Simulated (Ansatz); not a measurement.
Be3S2 (the lowest singlet isomer of a short search) was relaxed with r2SCAN-D4 (def2-TZVP) in Ansatz in these states: neutral quintet, neutral singlet, neutral triplet. The geometries follow in no particular order.

A:

Cartesian coordinates in Å:
```
Be -0.155 1.998 -0.609
Be 0.200 -0.113 0.366
Be -0.877 -1.415 -1.271
S 0.034 -2.036 0.408
S 0.797 1.567 1.107
```

B:

```xyz
5

Be   -1.501   -0.032   -0.178
Be    0.572   -0.573    0.177
Be    0.049    1.486   -0.270
S     1.813    0.905    0.054
S    -0.934   -1.786    0.218
```

C:

```xyz
5

Be    0.1914    1.2936   -0.6868
Be   -0.6997   -0.4985    0.2559
Be    1.4709   -0.1092    0.0788
S     0.7146   -1.6543    0.8915
S    -1.6773    0.9684   -0.5394
```

Q: Judge from the bond lengths which geometry belongs to which state (an estimate).

A: A is the neutral quintet (Be1–Be3 3.551 Å, Be2–Be3 2.353 Å, Be1–Be2 2.353 Å); B is the neutral triplet (Be1–Be3 2.172 Å, Be2–Be3 2.172 Å, Be1–Be2 2.172 Å); C is the neutral singlet (Be1–Be3 2.047 Å, Be2–Be3 2.212 Å, Be1–Be2 2.212 Å).

At PBE0-D4/def2-TZVP a singlet lies 5.19 eV below the neutral quintet. At PBE0-D4/def2-TZVP a singlet lies 2.13 eV below the neutral triplet. These are the stationary points nearest to one start from a short search; other shapes may lie lower in each state.
